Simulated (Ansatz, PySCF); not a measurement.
SrF2, SMILES [F][Sr][F]. Atoms are numbered in the order given.

```xyz
3

Sr     0.0000     0.0000     0.2918
F      0.0000    -1.9366    -0.6161
F      0.0000     1.9366    -0.6161
```
Charge 0, spin multiplicity 1.

The structure is a stationary point at B3LYP-D3(BJ)/def2-TZVP. The isomer is the one that the SMILES or the coordinates give; other isomers of the formula were not compared. The def2 effective core potentials stand for the cores of Sr; spin–orbit coupling is left out.

Vertical ionisation energy (IE) and electron affinity (EA) in eV. Rows of orbital energies are one-electron estimates. Where ΔSCF, EOM or ADC give a negative EA the extra electron is unbound and the value depends on the basis.

```json
[
 {"level": "−ε(HOMO), −ε(LUMO), HF/def2-TZVPD (PySCF)", "IE": "13.41", "EA": "0.37"},
 {"level": "−ε(HOMO), −ε(LUMO), PBE/def2-TZVPD (PySCF)", "IE": "6.64", "EA": "2.33"},
 {"level": "ΔSCF, PBE0/def2-TZVPD (Ansatz), final states of multiplicity 2 and 2", "IE": "10.88", "EA": "0.72"},
 {"level": "ΔSCF, PBE/def2-TZVPD (Ansatz), final states of multiplicity 2 and 2", "IE": "10.42", "EA": "0.73"}
]
```

**Question.** What vertical singlet–triplet gap does ΔSCF give with PBE0/def2-TZVPD (Ansatz, a first-principles code) and with PBE/def2-TZVPD (Ansatz)? (The exact figures need the calculation; the answer reports its results.)

**Answer.** 5.70 and 5.17 eV (triplet above singlet where positive).
